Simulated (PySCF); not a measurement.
Species: C₆H₁₁N₃.
Geometry (PBE0-D3(BJ)/def2-SVP, Å), atoms numbered from 1 in this order:
```xyz
20
C6H11N3 angstrom
C     -2.590   -0.392   -0.568
C     -1.699   -0.483    0.668
C     -0.252   -0.283    0.361
N      0.587   -1.298    0.164
N      1.732   -0.722   -0.132
C      2.938   -1.477   -0.336
N      1.724    0.594   -0.136
C      0.469    0.919    0.168
C      0.006    2.330    0.262
H     -2.300   -1.150   -1.312
H     -2.509    0.594   -1.051
H     -3.648   -0.554   -0.310
H     -2.016    0.268    1.411
H     -1.816   -1.468    1.144
H      3.578   -0.931   -1.040
H      2.668   -2.456   -0.748
H      3.481   -1.619    0.612
H     -0.767    2.556   -0.489
H      0.851    3.011    0.100
H     -0.427    2.544    1.252
```

Computed with PySCF at PBE0/pcSseg-1, non-relativistic, on one gas-phase PBE0-D3(BJ)/def2-SVP geometry that isn't relaxed in the solvent. The solvent is an IEF-PCM continuum (Bondi radii, 1.10 Å for H, scaled by 1.2). Specific hydrogen bonds and non-electrostatic terms are outside this model.

```
run  E − E(gas) (kJ/mol)  HOMO (eV)  HOMO–LUMO gap (eV)  dipole (D)
gas                 0.00      -6.89                7.10        0.12
  P               -20.06      -6.96                7.00        0.39
  Q               -20.86      -6.96                7.00        0.41
```

**Question.** The runs were made in dichloromethane and tetrahydrofuran. Which run belongs to which solvent?

**Answer.** P = tetrahydrofuran, Q = dichloromethane. The dielectric constants are 7.426 (tetrahydrofuran), 8.93 (dichloromethane), and the energy falls further as ε rises. In this model the ground state sees the solvent through ε alone.

**Question.** How constant is the ratio of the lowering to (ε − 1)/(2ε + 1)?

**Answer.** 
| solvent | (ε − 1)/(2ε + 1) | E − E(gas) (kJ/mol) | ratio (kJ/mol) | polarisation term (kJ/mol) |
| --- | --- | --- | --- | --- |
| tetrahydrofuran | 0.405 | -20.06 | -49.5 | -22.22 |
| dichloromethane | 0.420 | -20.86 | -49.6 | -23.21 |

The ratio changes by +0.3 % in size from tetrahydrofuran to dichloromethane. The polarisation term is half the interaction of the solute with the induced surface charges.
